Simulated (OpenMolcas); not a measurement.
# V II: CASPT2 settings compared

- Program: OpenMolcas 26.06
- Basis: ANO-RCC-VTZP [6s5p3d2f1g]
- Scalar Hamiltonian: X2C, point nucleus
- Active space: 4 electrons in 6 orbitals (3d 4s)
- State averaging: 2S+1 = 5 even, 15 roots; 2S+1 = 3 even, 80 roots kept (CI in the orbitals of an earlier block, 33 in the spin-orbit step); 2S+1 = 1 even, 63 roots kept (CI in the orbitals of an earlier block, 9 in the spin-orbit step)
- Spin-orbit coupling: RASSI with atomic mean-field integrals over the reference wave functions, term energies averaged over their components

Methods on the same reference wave functions:
A. CASSCF
B. SS-CASPT2, IPEA 0.1 Eh, no level shift (closed shells correlated: 3s 3p)
C. SS-CASPT2, IPEA 0.3 Eh, sigma2 regulariser 0.2 Eh (closed shells correlated: 2s 2p 3s 3p)
D. MS-CASPT2, IPEA 0.3 Eh, sigma2 regulariser 0.2 Eh (closed shells correlated: 2s 2p 3s 3p)
E. XMS-CASPT2, IPEA 0.15 Eh, sigma1 regulariser 0.25 Eh (closed shells correlated: 3s 3p)

Energies in cm⁻¹ above 3d⁴ ⁵D₀, the measured ground level; measured values from NIST Handbook of Basic Atomic Spectroscopic Data.

```
     Level      A      B      C      D      E  Measured
3d³ 4s ⁵F₁  -5699   1482   1335   1335   -439      2605
3d³ 4s ⁵F₂  -5618   1562   1415   1416   -359      2687
3d³ 4s ⁵F₃  -5497   1682   1536   1536   -238      2809
3d³ 4s ⁵F₄  -5336   1843   1697   1697  -76.8      2968
3d³ 4s ⁵F₅  -5135   2040   1898   1898    125      3163
   3d⁴ ⁵D₀    0.0    0.0    0.0    0.0    0.0       0.0
   3d⁴ ⁵D₁   41.4   41.4   41.3   41.4   41.3      36.0
   3d⁴ ⁵D₂    124    124    124    124    124       107
   3d⁴ ⁵D₃    246    246    246    247    246       209
   3d⁴ ⁵D₄    409    409    408    409    409       339
3d³ 4s ³F₂   3293   5630   5970   5970   6140      8640
3d³ 4s ³F₃   3494   5830   6170   6170   6340      8842
3d³ 4s ³F₄   3759   6090   6430   6430   6610      9098
3d³ 4s ⁵P₁   8065  12450  12680  12690  11580          
3d³ 4s ⁵P₂   8140  12510  12750  12760  11660          
3d³ 4s ⁵P₃   8275  12680  12900  12900  11790          
3d³ 4s ³G₃  10230  13470  14030  14030  15890          
3d³ 4s ³G₄  10321  13560  14120  14120  15980          
3d³ 4s ³G₅  10444  13680  14240  14240  16100
```

A puts 3d³ 4s ⁵F₁ lowest. E puts 3d³ 4s ⁵F₁ lowest.

Deviations, from unrounded energies. A percentage is the sum of absolute deviations over the sum of measured energies, with the sign that they share, or ± where signs differ.

```json
{"Against measurement": "mean absolute deviation (cm-1)", "Levels": "12", "A": "4800", "B": "1200", "C": "1200", "D": "1200", "E": "1900"}
{"Against measurement": "fine structure of the ground term (%)", "Levels": "4", "A": "+18.7", "B": "+18.8", "C": "+18.6", "D": "+18.8", "E": "+18.7"}
{"Against measurement": "other configurations (%)", "Levels": "8", "A": "-141.0", "B": "-35.9", "C": "-35.2", "D": "-35.2", "E": "-55.6"}
```

B, C, D lie about equally close to measurement and A furthest from it. The largest miss of D in the table is 3d³ 4s ³F₃, by -2700 cm-1. The ranking rests on the paired levels alone, and a cruder setting can come out closer through cancelling errors.

Among B to E the level of the table that moves most is 3d³ 4s ³G₄, by 2400 cm-1 (lowest in B, highest in E). Moves below CASPT2's spread within the term are not significant.

The mean deviations of B to E differ by less than CASPT2's widest spread within a term (2200 cm-1), so their order carries little weight.

The lowest spin-free term lies below A's lowest term by 0.381 hartree in B, 0.405 hartree in C, 0.405 hartree in D, 0.392 hartree in E.

Term energies are means over components that CASPT2 splits; among the terms shown or strongly mixed into the levels shown the widest spread is 2200 cm-1 (3d³ 4s ³F, D). Some high roots are left out of the spin-orbit mixing, which shifts the levels that they would mix with. Terms from blocks run as CI alone lack orbitals of their own. A single d shell beside an s shell can misplace configurations of different d count against each other. Without dynamic correlation excited terms often stand tens of per cent too high (terms of higher spin than the ground term too low), and those without a measured partner can miss by more than the paired ones (holds for A). The lowest computed level is not the ground level that NIST lists (5D0) (holds for A; E). The CASPT2 spread within a term exceeds the gap to the next term for 3d³ 4s ⁵F and 3d⁴ ⁵D, so the order of their levels is uncertain, and so are names and mixing where such terms share a J (holds for E). Computed and measured levels are paired by configuration, term and J; levels that our copy of the source lacks, or whose pairing is in doubt (as where it misses far off the trend of its configuration), stay unpaired and out of the deviations. Only configurations of the active space appear. Levels that lie high or do not pair safely by name in every column are left out.
